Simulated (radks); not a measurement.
Species: La II. Configuration: [Xe] 5d2.

All-electron calculation, non-relativistic Kohn-Sham, LDA (Slater exchange, Perdew-Wang correlation), spin-unpolarised, spherical densities, point nucleus; relativity is left out, which matters for an element this heavy. Program: a radial shooting solver on a logarithmic mesh with Libxc functionals.

Energy parts (eV):
part                      energy
total                 -223605.85
kinetic                223498.60
electron-nucleus      -529212.62
Hartree                 87296.35
exchange-correlation    -5188.18

Orbitals (lengths in bohr, moments of r in powers of bohr; <r^-3> diverges for s and p1/2):
\begin{tabular}{lrrrrrr}
orbital & occ. & eigenvalue (eV) & <r^2> & <r> & <r^-3> & <r^4> \\ \hline
1s & 2 & -36891.72 & 0.0009507 & 0.02667 & - & 2.283e-06 \\
2s & 2 & -5713.036 & 0.01533 & 0.1143 & - & 0.0003974 \\
2p & 6 & -5399.953 & 0.01146 & 0.09714 & 6173 & 0.0002561 \\
3s & 2 & -1223.870 & 0.1027 & 0.3002 & - & 0.01588 \\
3p & 6 & -1088.889 & 0.09732 & 0.2900 & 1196 & 0.01490 \\
3d & 10 & -836.6525 & 0.08001 & 0.2607 & 198.6 & 0.01149 \\
4s & 2 & -248.2069 & 0.5286 & 0.6847 & - & 0.4060 \\
4p & 6 & -198.3329 & 0.5668 & 0.7063 & 256.3 & 0.4800 \\
4d & 10 & -110.9889 & 0.6766 & 0.7641 & 35.02 & 0.7430 \\
4f & 0 & -11.4267 & 1.556 & 1.091 & 4.115 & 6.665 \\
5s & 2 & -39.4793 & 2.983 & 1.629 & - & 13.13 \\
5p & 6 & -25.9675 & 3.824 & 1.837 & 37.84 & 22.51 \\
5d & 2 & -7.6227 & 9.338 & 2.815 & 2.435 & 157.7 \\
6s & 0 & -7.1846 & 20.61 & 4.288 & - & 626.6 \\
\end{tabular}

The highest occupied level is 5d at -7.623 eV. The configuration is held as typed, so some empty levels lie below it. Virial ratio -V/T = 2.00048. Summed over all electrons, <r^2> = 60.50 bohr^2, which gives a Langevin (diamagnetic) susceptibility term of -47.9 x 10^-6 cm^3/mol. The electron density at the nucleus is 1.309e+05 e/bohr^3.
